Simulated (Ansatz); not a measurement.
Ansatz (a first-principles code) input (B3LYP-D3(BJ)/def2-TZVP):

Ansatz 0.2 input:
```yaml
crystal:
  periodic: [false, false, false]
  atoms:
    - {symbol: C, position_ang: [-2.25150173, 0.16333615, -0.78193884]}
    - {symbol: C, position_ang: [-1.14270559, -0.04616039, 0.00078594]}
    - {symbol: C, position_ang: [0.15474489, 0.14723894, -0.43450615]}
    - {symbol: Cl, position_ang: [1.51284318, -0.12828966, 0.58252851]}
    - {symbol: H, position_ang: [-2.16327956, 0.49956437, -1.80697625]}
    - {symbol: H, position_ang: [-3.24579918, -0.00243630, -0.39424527]}
    - {symbol: H, position_ang: [-1.27785289, -0.38336846, 1.02303415]}
    - {symbol: H, position_ang: [0.40537211, 0.48067638, -1.43084296]}
basis:
  gaussian:
    orbitals: def2-TZVP
hamiltonian:
  xc: b3lyp
  dispersion: d3bj
magnetization: {spin_polarized: true, initial_magnetization: 1}
phonons: {temperatures: {t_min: 298.15, t_max: 298.15, t_step: 100}}
```

Output:

```
Functional definition: B3LYP
integrals: 0.06 GiB planned
979 factors; their error is unknown
mean field: 0.79 GiB planned
mean field evaluation 1: about -15688.1504 eV, gradient 4.6e1 eV
mean field evaluation 2: about -15672.1586 eV, gradient 7.0e1 eV
mean field evaluation 4: about -15698.9592 eV, gradient 8.2e0 eV
mean field evaluation 8: about -15699.3027 eV, gradient 1.2e-1 eV
mean field evaluation 16: about -15699.3247 eV, gradient 7.5e-4 eV
mean field -15699.32472323 eV, -576.9395421941 hartree, gradient 1.6e-5 eV, S^2 0.776801; 0 other end points of the search recorded, 0 dependent functions left out
the calculation of the forces begins
reference -15699.32496824 eV, -576.9395511982 hartree; 20, 19 occupied and 134, 135 virtual orbitals, 979 factors
these checks for a lower state are left out or cut short: stability, starts, cluster_reference, orbital_swaps, neighbouring_geometries, increment
integrals: 0.06 GiB planned
979 factors; their error is unknown
mean field: 0.79 GiB planned
mean field -15699.32454118 eV, -576.9395355039 hartree, gradient 2.6e-6 eV, S^2 0.776912; 0 other end points of the search recorded, 0 dependent functions left out
the calculation of the forces begins
reference -15699.32478610 eV, -576.9395445047 hartree; 20, 19 occupied and 134, 135 virtual orbitals, 979 factors
these checks for a lower state are left out or cut short: stability, starts, cluster_reference, orbital_swaps, neighbouring_geometries, increment
integrals: 0.06 GiB planned
979 factors; their error is unknown
mean field: 0.79 GiB planned
mean field evaluation 32: about -15699.3026 eV, gradient 3.2e-4 eV
mean field -15699.32451375 eV, -576.9395344961 hartree, gradient 2.8e-6 eV, S^2 0.776689; 0 other end points of the search recorded, 0 dependent functions left out
the calculation of the forces begins
reference -15699.32475886 eV, -576.9395435035 hartree; 20, 19 occupied and 134, 135 virtual orbitals, 979 factors
these checks for a lower state are left out or cut short: stability, starts, cluster_reference, orbital_swaps, neighbouring_geometries, increment
integrals: 0.06 GiB planned
979 factors; their error is unknown
mean field: 0.79 GiB planned
mean field -15699.32457434 eV, -576.9395367224 hartree, gradient 2.3e-6 eV, S^2 0.776693; 0 other end points of the search recorded, 0 dependent functions left out
the calculation of the forces begins
reference -15699.32481937 eV, -576.9395457271 hartree; 20, 19 occupied and 134, 135 virtual orbitals, 979 factors
these checks for a lower state are left out or cut short: stability, starts, cluster_reference, orbital_swaps, neighbouring_geometries, increment
integrals: 0.06 GiB planned
979 factors; their error is unknown
mean field: 0.79 GiB planned
mean field -15699.32464377 eV, -576.9395392740 hartree, gradient 2.6e-6 eV, S^2 0.776908; 0 other end points of the search recorded, 0 dependent functions left out
the calculation of the forces begins
reference -15699.32488877 eV, -576.9395482775 hartree; 20, 19 occupied and 134, 135 virtual orbitals, 979 factors
these checks for a lower state are left out or cut short: stability, starts, cluster_reference, orbital_swaps, neighbouring_geometries, increment
integrals: 0.06 GiB planned
979 factors; their error is unknown
mean field: 0.79 GiB planned
mean field -15699.32450319 eV, -576.9395341078 hartree, gradient 2.3e-6 eV, S^2 0.776643; 0 other end points of the search recorded, 0 dependent functions left out
the calculation of the forces begins
reference -15699.32474830 eV, -576.9395431154 hartree; 20, 19 occupied and 134, 135 virtual orbitals, 979 factors
these checks for a lower state are left out or cut short: stability, starts, cluster_reference, orbital_swaps, neighbouring_geometries, increment
integrals: 0.06 GiB planned
[...]
these checks for a lower state are left out or cut short: stability, starts, cluster_reference, orbital_swaps, neighbouring_geometries, increment
integrals: 0.06 GiB planned
979 factors; their error is unknown
mean field: 0.79 GiB planned
mean field evaluation 160: about -15699.3028 eV, gradient 2.3e-4 eV
mean field -15699.32469811 eV, -576.9395412710 hartree, gradient 1.2e-6 eV, S^2 0.776799; 0 other end points of the search recorded, 0 dependent functions left out
the calculation of the forces begins
reference -15699.32494312 eV, -576.9395502752 hartree; 20, 19 occupied and 134, 135 virtual orbitals, 979 factors
these checks for a lower state are left out or cut short: stability, starts, cluster_reference, orbital_swaps, neighbouring_geometries, increment
integrals: 0.06 GiB planned
979 factors; their error is unknown
mean field: 0.79 GiB planned
mean field -15699.32472682 eV, -576.9395423261 hartree, gradient 2.4e-6 eV, S^2 0.776803; 0 other end points of the search recorded, 0 dependent functions left out
the calculation of the forces begins
reference -15699.32497183 eV, -576.9395513300 hartree; 20, 19 occupied and 134, 135 virtual orbitals, 979 factors
these checks for a lower state are left out or cut short: stability, starts, cluster_reference, orbital_swaps, neighbouring_geometries, increment
integrals: 0.06 GiB planned
979 factors; their error is unknown
mean field: 0.79 GiB planned
mean field -15699.32469439 eV, -576.9395411345 hartree, gradient 2.2e-6 eV, S^2 0.776802; 0 other end points of the search recorded, 0 dependent functions left out
the calculation of the forces begins
reference -15699.32493943 eV, -576.9395501394 hartree; 20, 19 occupied and 134, 135 virtual orbitals, 979 factors
these checks for a lower state are left out or cut short: stability, starts, cluster_reference, orbital_swaps, neighbouring_geometries, increment
integrals: 0.06 GiB planned
979 factors; their error is unknown
mean field: 0.79 GiB planned
mean field -15699.32469108 eV, -576.9395410126 hartree, gradient 1.2e-6 eV, S^2 0.776800; 0 other end points of the search recorded, 0 dependent functions left out
the calculation of the forces begins
reference -15699.32493607 eV, -576.9395500158 hartree; 20, 19 occupied and 134, 135 virtual orbitals, 979 factors
these checks for a lower state are left out or cut short: stability, starts, cluster_reference, orbital_swaps, neighbouring_geometries, increment
integrals: 0.06 GiB planned
979 factors; their error is unknown
mean field: 0.79 GiB planned
mean field evaluation 192: about -15699.3247 eV, gradient 2.3e-4 eV
mean field -15699.32465733 eV, -576.9395397725 hartree, gradient 2.4e-6 eV, S^2 0.776796; 0 other end points of the search recorded, 0 dependent functions left out
the calculation of the forces begins
reference -15699.32490231 eV, -576.9395487752 hartree; 20, 19 occupied and 134, 135 virtual orbitals, 979 factors
these checks for a lower state are left out or cut short: stability, starts, cluster_reference, orbital_swaps, neighbouring_geometries, increment
integrals: 0.06 GiB planned
979 factors; their error is unknown
mean field: 0.79 GiB planned
mean field -15699.32468846 eV, -576.9395409164 hartree, gradient 2.4e-6 eV, S^2 0.776806; 0 other end points of the search recorded, 0 dependent functions left out
the calculation of the forces begins
reference -15699.32493351 eV, -576.9395499218 hartree; 20, 19 occupied and 134, 135 virtual orbitals, 979 factors
these checks for a lower state are left out or cut short: stability, starts, cluster_reference, orbital_swaps, neighbouring_geometries, increment
integrals: 0.06 GiB planned
979 factors; their error is unknown
mean field: 0.79 GiB planned
mean field -15699.32460152 eV, -576.9395377213 hartree, gradient 1.2e-6 eV, S^2 0.776801; 0 other end points of the search recorded, 0 dependent functions left out
the calculation of the forces begins
reference -15699.32484646 eV, -576.9395467227 hartree; 20, 19 occupied and 134, 135 virtual orbitals, 979 factors
these checks for a lower state are left out or cut short: stability, starts, cluster_reference, orbital_swaps, neighbouring_geometries, increment
integrals: 0.06 GiB planned
979 factors; their error is unknown
mean field: 0.79 GiB planned
mean field -15699.32463379 eV, -576.9395389074 hartree, gradient 2.3e-6 eV, S^2 0.776801; 0 other end points of the search recorded, 0 dependent functions left out
the calculation of the forces begins
reference -15699.32487888 eV, -576.9395479141 hartree; 20, 19 occupied and 134, 135 virtual orbitals, 979 factors
these checks for a lower state are left out or cut short: stability, starts, cluster_reference, orbital_swaps, neighbouring_geometries, increment
integrals: 0.06 GiB planned
979 factors; their error is unknown
mean field: 0.79 GiB planned
mean field evaluation 224: about -15699.3247 eV, gradient 2.3e-6 eV
mean field -15699.32469774 eV, -576.9395412576 hartree, gradient 2.4e-6 eV, S^2 0.776802; 0 other end points of the search recorded, 0 dependent functions left out
the calculation of the forces begins
reference -15699.32494275 eV, -576.9395502614 hartree; 20, 19 occupied and 134, 135 virtual orbitals, 979 factors
these checks for a lower state are left out or cut short: stability, starts, cluster_reference, orbital_swaps, neighbouring_geometries, increment
integrals: 0.06 GiB planned
979 factors; their error is unknown
mean field: 0.79 GiB planned
mean field -15699.32472080 eV, -576.9395421048 hartree, gradient 2.4e-6 eV, S^2 0.776800; 0 other end points of the search recorded, 0 dependent functions left out
the calculation of the forces begins
reference -15699.32496582 eV, -576.9395511091 hartree; 20, 19 occupied and 134, 135 virtual orbitals, 979 factors
these checks for a lower state are left out or cut short: stability, starts, cluster_reference, orbital_swaps, neighbouring_geometries, increment
integrals: 0.06 GiB planned
979 factors; their error is unknown
mean field: 0.79 GiB planned
mean field -15699.32463048 eV, -576.9395387858 hartree, gradient 2.5e-6 eV, S^2 0.776807; 0 other end points of the search recorded, 0 dependent functions left out
the calculation of the forces begins
reference -15699.32487554 eV, -576.9395477915 hartree; 20, 19 occupied and 134, 135 virtual orbitals, 979 factors
these checks for a lower state are left out or cut short: stability, starts, cluster_reference, orbital_swaps, neighbouring_geometries, increment
integrals: 0.06 GiB planned
979 factors; their error is unknown
mean field: 0.79 GiB planned
mean field -15699.32460709 eV, -576.9395379262 hartree, gradient 2.5e-6 eV, S^2 0.776795; 0 other end points of the search recorded, 0 dependent functions left out
the calculation of the forces begins
reference -15699.32485206 eV, -576.9395469287 hartree; 20, 19 occupied and 134, 135 virtual orbitals, 979 factors
these checks for a lower state are left out or cut short: stability, starts, cluster_reference, orbital_swaps, neighbouring_geometries, increment
integrals: 0.06 GiB planned
979 factors; their error is unknown
mean field: 0.79 GiB planned
mean field -15699.32472118 eV, -576.9395421188 hartree, gradient 1.2e-6 eV, S^2 0.776802; 0 other end points of the search recorded, 0 dependent functions left out
the calculation of the forces begins
reference -15699.32496619 eV, -576.9395511228 hartree; 20, 19 occupied and 134, 135 virtual orbitals, 979 factors
these checks for a lower state are left out or cut short: stability, starts, cluster_reference, orbital_swaps, neighbouring_geometries, increment
integrals: 0.06 GiB planned
979 factors; their error is unknown
mean field: 0.79 GiB planned
mean field evaluation 256: about -15699.3025 eV, gradient 3.2e-1 eV
mean field -15699.32469841 eV, -576.9395412821 hartree, gradient 3.1e-6 eV, S^2 0.776799; 0 other end points of the search recorded, 0 dependent functions left out
the calculation of the forces begins
reference -15699.32494343 eV, -576.9395502862 hartree; 20, 19 occupied and 134, 135 virtual orbitals, 979 factors
Total energy: -15699.59621972 eV, -576.9495195061 hartree
Atom 0 at    -2.251502     0.163336    -0.781939 Å, force    -0.000811     0.000124    -0.000483 eV/Å
Atom 1 at    -1.142706    -0.046160     0.000786 Å, force     0.001075    -0.000200     0.000748 eV/Å
Atom 2 at     0.154745     0.147239    -0.434506 Å, force     0.000518     0.000481    -0.001416 eV/Å
Atom 3 at     1.512843    -0.128290     0.582529 Å, force     0.000025    -0.000031     0.000099 eV/Å
Atom 4 at    -2.163280     0.499564    -1.806976 Å, force     0.000082     0.000041    -0.000117 eV/Å
Atom 5 at    -3.245799    -0.002436    -0.394245 Å, force     0.000055    -0.000073     0.000232 eV/Å
Atom 6 at    -1.277853    -0.383368     1.023034 Å, force    -0.000384     0.000104    -0.000367 eV/Å
Atom 7 at     0.405372     0.480676    -1.430843 Å, force    -0.000559    -0.000446     0.001305 eV/Å
Dipole moment:    -0.202119     0.034230    -0.130485 e Å
Vibrations: 190.40 266.54 433.98 544.82 681.35 810.33 811.67 989.77 1015.64 1205.84 1274.62 1284.33 1458.15 1523.13 3152.26 3159.32 3208.02 3248.15 cm⁻¹, zero-point energy 1.565817 eV
```

It need not be the lowest isomer of its formula.
